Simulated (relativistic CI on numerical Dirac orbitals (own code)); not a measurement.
Ag3+: resonant inelastic scattering at the M2,3 edge

Computed with this model: Dirac-Coulomb-Breit CI, KLI orbitals optimised for each configuration, model QED, valence Slater integrals scaled by 0.8, Kramers-Heisenberg scattering through one core-hole configuration in a parametric crystal field; configurations [Kr] 4d8 → [Ne] 3s2 3p5 3d10 4s2 4p6 4d9; 300 K; core-hole width 3 eV; summed over polarisations. Incident energies are the highest absorption maxima for each field (at most a few, so the weaker spin-orbit partner edge can be absent), on the computed scale of the free ion. Intensities are in per cent of the strongest line above 0.02 eV; levels within 1 cm⁻¹ are merged; final levels count from the ground level, the first row holds all elastic scattering, lines under 0.4 are left out and each table stops after 24 rows. The scale of the Slater integrals is a model choice and moves the terms in proportion.

Field parameters in Wybourne normalisation: D4h B²₀ = −7Ds, B⁴₀ = 21(Dq − Dt), B⁴₄ = 21√(5/14) Dq. The field is a parameter set, without covalency.

S is read from ⟨S²⟩ = S(S + 1).

D4h, 10Dq = 34350, Ds = -1500, Dt = -500 cm⁻¹:

| Final level (eV) | Degeneracy | Irrep | S | 576.6 eV | 608.3 eV |
| --- | --- | --- | --- | --- | --- |
| 0.000 | 2 | E | 1.00 | 327.0 | 37.0 |
| 0.001 | 1 | B2 | 1.00 | 11.0 | 3.8 |
| 1.086 | 1 | A1 | 0.02 | 33.8 | 11.3 |
| 1.627 | 1 | B1 | 0.03 | 20.6 | 9.4 |
| 3.604 | 1 | A1 | 0.04 | 24.0 | 13.9 |
| 4.195 | 1 | B1 | 1.00 | 50.9 | 2.3 |
| 4.231 | 2 | E | 0.99 | 100.0 | 11.6 |
| 4.505 | 1 | B2 | 0.99 | 52.0 | 4.7 |
| 4.608 | 1 | B1 | 1.00 | 36.6 | 5.0 |
| 4.620 | 2 | E | 1.00 | 75.7 | 20.6 |
| 4.640 | 1 | A2 | 1.00 | 29.6 | 9.1 |
| 4.640 | 1 | A1 | 0.99 | 27.1 | 7.8 |
| 5.577 | 1 | A2 | 1.00 | 18.9 | 4.9 |
| 5.591 | 1 | A1 | 0.99 | 26.3 | 7.3 |
| 5.660 | 2 | E | 0.95 | 56.6 | 12.7 |
| 5.788 | 1 | B2 | 0.94 | 28.2 | 10.9 |
| 5.819 | 1 | B1 | 0.99 | 26.4 | 7.7 |
| 5.938 | 1 | B2 | 0.19 | 11.1 | 5.4 |
| 5.985 | 2 | E | 0.14 | 27.9 | 15.6 |
| 6.441 | 2 | E | 0.96 | 30.4 | 15.4 |
| 6.486 | 1 | A1 | 0.99 | 17.6 | 10.3 |
| 6.891 | 2 | E | 0.12 | 15.1 | 16.0 |
| 7.422 | 1 | A2 | 0.02 | 8.7 | 10.4 |

D4h, 10Dq = 34350, Ds = -860, Dt = -500 cm⁻¹:

```
Final level (eV)  Degeneracy  Irrep     S  576.6 eV  608.2 eV
           0.000           2      E  1.00     343.1      38.2
           0.001           1     B2  1.00      12.3       3.7
           1.327           1     A1  0.02      30.9      11.8
           1.627           1     B1  0.03      22.1      10.1
           3.366           1     A1  0.04      25.6      14.6
           4.228           1     B1  1.00      47.2       3.3
           4.248           2      E  1.00     100.0      14.4
           4.659           1     B2  0.99      53.5       6.1
           4.717           1     A1  0.99      34.1       6.1
           4.722           1     A2  1.00      36.8       8.2
           4.725           2      E  1.00      85.2      19.9
           4.726           1     B1  1.00      40.8       4.4
           5.645           1     A2  0.99      14.4       6.7
           5.660           1     A1  0.99      23.4       9.1
           5.693           2      E  0.97      56.5      12.0
           5.778           1     B2  0.90      27.7       9.3
           5.823           1     B1  0.99      28.5       7.8
           5.949           1     B2  0.26      12.9       6.2
           6.153           2      E  0.98      35.5      16.8
           6.193           1     A1  0.99      17.2      10.8
           6.195           2      E  0.11      20.2      15.8
           6.828           2      E  0.07      16.7      16.6
           7.108           1     A2  0.03       8.9      10.4
```

For the first field the strongest loss at the lowest incident energy is the level at 4.23 eV (S = 0.99, against 1.00 in the thermal ground state). Levels of other spin, the first over 8 % at 1.09 eV, appear because spin-orbit coupling of the core hole, and in heavier ions of the valence shell too, mixes spins.
